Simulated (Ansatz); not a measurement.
A set of 12 reactions (ligand exchange), with CCSD(T)/CBS values in kJ/mol:

```csv
reaction,ΔE
`[OH][AlH][AlH2]` + `N[SiH3]` → `[OH][AlH][NH][SiH3]` + `[AlH3]`,-101.6
`CB(Cl)[SiH2]O` + NH₃ → `CB(N)Cl` + `O[SiH3]`,-151.7
`ClB1C[SiH]1[GeH3]` + `BN` → `B[NH][GeH3]` + `ClB1C[SiH2]1`,28.9
`F[Si@H](Cl)[Si@@H](F)Cl` + NH₃ → `N[SiH](F)Cl` + `F[SiH2]Cl`,-93.8
`C[Si](C)(F)C#N` + H₂S → `C[Si](C)(F)S` + `C#N`,-15.2
`BOC[SiH2]Cl` + `N=C=O` → `BN=C=O` + `OC[SiH2]Cl`,37.9
`CC[Si]OC` + CH₃OH → `CO[Si]OC` + `CC`,-158.9
`[OH][Ti]([OH])([OH])[Cl]` + HBr → `[OH][Ti]([OH])([OH])[Br]` + HCl,-4.6
`CBNC` + `OCF` → `CNBOCF` + CH₄,-109.1
`N#C[SiH2]N[SiH3]` + H–F → `F[SiH2]N[SiH3]` + `C#N`,-105.2
`[SiH3][SiH2][S][GeH3]` + `[OH][SnH]([F])[F]` → `[F][SnH]([F])[O][SiH3]` + `[SiH3][S][GeH3]`,-97.1
`OC[SiH2][SiH3]` + `[CH3][AlH][OH]` → `[CH3][AlH][O][SiH2][SiH3]` + CH₃OH,-122.2
```

Computed with Ansatz on PBE0-D4/def2-TZVP structures; ΔE is electronic, products minus reactants. CCSD(T)/CBS is the MP2 limit (def2-TZVPP, def2-QZVPP) plus CCSD(T) − MP2 in def2-TZVPP, frozen cores. This one scheme is used for every species. DFT in def2-TZVPP. def2 core potentials past Kr. For Br, Ge, Sn, Ti outer-core shells are correlated without core-valence functions, which leaves a few kJ/mol of doubt a bond. Scalar relativity is left out up to krypton. One conformer a species, not always the lowest.

**Question.** Give the mean, mean absolute and largest difference (level minus CCSD(T)/CBS, kJ/mol) for: r2SCAN-D4, ωB97M-V, PBE, r2SCAN, PBE0, MP2/def2-TZVPP, SCS-MP2/def2-TZVPP, CCSD/def2-TZVPP, CCSD(T)/def2-TZVPP, HF/def2-QZVPP, SCS-MP2/def2-QZVPP, HF/CBS(def2), MP2/CBS(def2), CCSD/CBS(def2). (An estimate is asked.)

**Answer.** Computed: 
| level | mean | mean absolute | largest |
| --- | --- | --- | --- |
| r2SCAN-D4 | 0.8 | 3.9 | 9.5 |
| ωB97M-V | -2.0 | 3.4 | -8.6 |
| PBE | 10.1 | 11.3 | 28.7 |
| r2SCAN | 0.6 | 4.0 | 8.6 |
| PBE0 | 6.2 | 7.5 | 18.8 |
| MP2/def2-TZVPP | -4.0 | 4.5 | -11.6 |
| SCS-MP2/def2-TZVPP | -5.3 | 6.1 | -12.1 |
| CCSD/def2-TZVPP | -1.8 | 3.0 | -5.2 |
| CCSD(T)/def2-TZVPP | -0.3 | 1.4 | 3.8 |
| HF/def2-QZVPP | -13.1 | 15.6 | -34.2 |
| SCS-MP2/def2-QZVPP | -5.4 | 5.8 | -13.0 |
| HF/CBS(def2) | -13.2 | 15.7 | -34.6 |
| MP2/CBS(def2) | -3.7 | 4.0 | -11.3 |
| CCSD/CBS(def2) | -1.5 | 2.0 | -4.4 |

The largest T1 diagnostic in the set is 0.024, for `[OH][Ti]([OH])([OH])[Cl]` (customary mark 0.02).

CCSD(T)/CBS is a level of theory with its own doubt, and the functionals carry their triple-zeta basis error, so these figures describe this set and don't rank the functionals.
